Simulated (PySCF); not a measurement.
Compound: C9H8ClN.
Bonds: C1–N2, N2–C3 (aromatic), C3–C4 (aromatic), C4–C5 (aromatic), C5–C6 (aromatic), C6–Cl7, C6–C8 (aromatic), C8–C9 (aromatic), C9–C10 (aromatic), C10–C11 (aromatic), N2–C11 (aromatic), C5–C11 (aromatic). Hydrogens: H12, H13, H14 on C1; H15 on C3; H16 on C4; H17 on C8; H18 on C9; H19 on C10.

Level of theory: PBE0-D3(BJ)/def2-SVP geometry optimisation, gas phase in PySCF 2.14.0.

(1) What internal coordinates does the optimisation give?

## Answers

(1) 
| bond | length (Å) |
| --- | --- |
| C1–N2 | 1.436 |
| N2–C3 | 1.376 |
| C3–C4 | 1.371 |
| C4–C5 | 1.429 |
| C5–C6 | 1.403 |
| C6–Cl7 | 1.733 |
| C6–C8 | 1.386 |
| C8–C9 | 1.407 |
| C9–C10 | 1.388 |
| C10–C11 | 1.399 |
| N2–C11 | 1.373 |
| C5–C11 | 1.422 |
| C1–H12, C1–H13, C1–H14 | 1.100 |
| C3–H15 | 1.089 |
| C4–H16 | 1.087 |
| C8–H17 | 1.091 |
| C9–H18 | 1.092 |
| C10–H19 | 1.091 |

Bonds in one row agree within 0.01 Å and their mean is given. A selection of angles:
| angle | degrees |
| --- | --- |
| C1–N2–C3 | 126.3 |
| C1–N2–C11 | 125.0 |
| C3–N2–C11 | 108.7 |
| N2–C3–C4 | 110.4 |
| C3–C4–C5 | 106.3 |
| C4–C5–C6 | 134.8 |
| C4–C5–C11 | 107.2 |
| C6–C5–C11 | 118.0 |
| C5–C6–Cl7 | 119.4 |
| C5–C6–C8 | 120.2 |
| Cl7–C6–C8 | 120.4 |
| C6–C8–C9 | 120.3 |
| C8–C9–C10 | 121.7 |
| C9–C10–C11 | 117.3 |
| N2–C11–C10 | 130.0 |
| N2–C11–C5 | 107.5 |
| C5–C11–C10 | 122.6 |

The 8 C–C bonds span 1.371 Å (C3–C4, aromatic) to 1.429 Å (C4–C5, aromatic), a spread of 0.058 Å. The 11 heavy atoms lie in one plane (0.001 Å rms). The 5-membered ring N2–C3–C4–C5–C11 has internal angles of 106.3° to 110.4° (sum 540°, against 540° for a flat polygon); it is planar, 0.00 Å rms from its mean plane, widest ring torsion 0°. N2 (pyrrole-type nitrogen) is planar (angles 126.3°, 125.0° and 108.7°, sum 360.0°, 0.00 Å off the plane of its three neighbours). The 6-membered ring C5–C6–C8–C9–C10–C11 has internal angles of 117.3° to 122.6° (sum 720°, against 720° for a flat polygon); it is planar, 0.00 Å rms from its mean plane, widest ring torsion 0°. Of the pairs four or more bonds apart, C1···H19 is among the closest relative to their van der Waals radii: 2.90 Å, 100 % of the sum of Bondi's values. The C–N distances run from 1.373 Å (N2–C11, aromatic) to 1.436 Å (C1–N2, drawn single), a spread of 0.063 Å.

Point group: Cs (every atom within 0.08 Å of its image). No frequency check.
